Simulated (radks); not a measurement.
Values are calculated unless marked as measured or tabulated.
Ti3+, 19 electrons, occupied as [Ne] 3s2 3p5.75 3d1 4p0.25 (fractional occupations, a model configuration). Level of theory: non-relativistic Kohn-Sham, B86b exchange with PBE correlation, spin-polarised, spherical densities, point nucleus; open shells are filled with parallel spins first (a radial shooting solver on a logarithmic mesh with Libxc functionals).

Local quantities along the radius. ELF = 1/(1 + alpha^2) is the electron localisation function; alpha = (tau - tau_W)/tau_unif compares the Pauli kinetic energy density with that of the uniform gas (summed over spins).

```
   r/bohr * ELF (the largest magnitude, 1, reaches the edge; | marks zero)
 0.003417 |                                                      *
 0.003883 |                                                      *
 0.004449 |                                                      *
 0.005056 |                                                      *
 0.005793 |                                                      *
 0.006584 |                                                      *
 0.007543 |                                                      *
 0.008573 |                                                      *
 0.009822 |                                                      *
  0.01116 |                                                      *
  0.01279 |                                                      *
  0.01454 |                                                      *
  0.01665 |                                                      *
  0.01893 |                                                      *
  0.02169 |                                                      *
  0.02465 |                                                      *
  0.02824 |                                                      *
  0.03209 |                                                      *
  0.03677 |                                                     *
  0.04179 |                                                     *
  0.04788 |                                                    *
  0.05441 |                                                  *
  0.06234 |                                             *
  0.07085 |                                      *
  0.08118 |                            *
  0.09226 |                   *
   0.1057 |              *
   0.1201 |              *
   0.1376 |                  *
   0.1564 |                         *
   0.1792 |                                  *
   0.2037 |                                        *
   0.2334 |                                            *
   0.2652 |                                              *
   0.3039 |                                             *
   0.3454 |                                        *
   0.3957 |                            *
   0.4497 |             *
   0.5152 |      *
   0.5856 |        *
   0.6709 |                   *
   0.7625 |                                   *
   0.8736 |                                            *
   0.9929 |                                              *
    1.138 |                                             *
    1.293 |                                          *
    1.481 |                                   *
    1.684 |                      *
    1.929 |         *
    2.192 |  *
    2.511 | *
    2.854 | *
     3.27 | *
    3.717 |  *
    4.258 | *
     4.84 |*
    5.545 *
    6.302 *
     7.22 *
```

On this mesh the ELF has minima near r = 0.12, 0.52 bohr, which separate the shells, and maxima near 0.27 (0.85), 0.99 (0.85).
